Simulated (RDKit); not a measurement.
Job for RDKit: UFF on H2S2Se (SMILES S[Se]S), a point of a torsion scan.

```python
from rdkit import Chem
from rdkit.Chem import AllChem, rdDetermineBonds

blocks = [
'''5

S     1.97551134   -0.00120629   -0.51426996
Se    0.38002037   -1.44637678   -0.95778614
S    -0.74711876   -0.49643918   -2.56296120
H     1.18264674    1.01553293   -0.16723492
H    -0.05223453   -0.96476427   -3.60429901
''',
]
mol = None
for b in blocks:
    f = Chem.MolFromXYZBlock(b)
    rdDetermineBonds.DetermineBonds(f, charge=0)
    mol = f if mol is None else Chem.CombineMols(mol, f)
Chem.SanitizeMol(mol)
print(Chem.MolToSmiles(Chem.RemoveHs(mol)))
ff = AllChem.UFFGetMoleculeForceField(mol, vdwThresh=100.0, ignoreInterfragInteractions=False)
e = ff.CalcEnergy()
print(f'UFF energy {e:.6f} kcal/mol')
```

Output:

```
S[Se]S
UFF energy 12.256041 kcal/mol
```

The run finished.

Cost: roughly 0.020 core-seconds.
